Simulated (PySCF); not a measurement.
Species: C2H7ClOSi2.
Geometry (GFN2-xTB, Å), atoms numbered from 1 in this order:
```xyz
13
C2H7ClOSi2 angstrom
C      2.466    0.362   -0.797
C      1.357    0.750   -0.185
Si     0.174   -0.381    0.755
Cl     1.046   -2.218    0.891
Si    -1.899   -0.555   -0.263
O     -2.711    0.847   -0.100
H      2.793   -0.665   -0.769
H      3.100    1.042   -1.343
H      1.075    1.795   -0.250
H      0.157    0.131    2.140
H     -1.876   -0.666   -1.718
H     -2.708   -1.646    0.298
H     -2.978    1.206    0.740
```

Level of theory: TDDFT B3LYP/def2-SVPD, vertical, gas phase, core orbitals frozen in the response in PySCF.

Orbital energies (eV): HOMO-3 -8.98, HOMO-2 -8.62, HOMO-1 -8.14, HOMO -7.48, LUMO -1.20, LUMO+1 -0.79, LUMO+2 -0.04.

Lowest singlets, with some entries withheld (?).

```tsv
state	λ (nm)	f	main configurations (H = HOMO, L = LUMO)
S1	231.2	0.0079	H→L (95%)
S2	207.7	0.058	H→L+1 (55%), H-1→L (36%)
S3	202.4	0.091	H-1→L (57%), H→L+1 (21%), H-1→L+1 (14%)
S4	192.5	0.015	H-2→L (84%)
S5	?	0.023	H→L+2 (90%)
S6	?	0.041	H-3→L (30%), H-2→L+1 (25%), H-1→L+1 (15%)
S7	?	0.0047	H-3→L (61%), H-2→L+1 (20%)
S8	?	0.0038	H→L+3 (84%)
```

(1) Supply the missing values.

(2) Where do the lowest triplets lie (Tamm–Dancoff)?

(3) What is the mean static polarisability from the same response equations?

(4) How far apart are S1 and S8, in eV and cm⁻¹?

## Answers

(1) 
- S5: λ = 189.2 nm
- S6: λ = 185.2 nm
- S7: λ = 183.8 nm
- S8: λ = 181.6 nm

(2) T1 4.31 eV, H→L+1 (40%), H-1→L+1 (28%), H→L (15%); T2 4.92 eV, H→L (75%), H→L+1 (12%), H-1→L (9%); T3 5.58 eV, H→L+1 (36%), H-1→L+1 (32%), H-1→L (13%). E(S1) − E(T1) = +1.05 eV.

(3) 96.8 au (14.34 Å³), with principal values 81.9, 93.5 and 115.0 au.

(4) 6.828 − 5.363 = 1.465 eV, or about 11820 cm⁻¹.

Hardware: an Arm Neoverse V1 with one thread, on a shared host. Cost: 31 s, 0.79 GiB resident at most.

One conformer stands for the species.
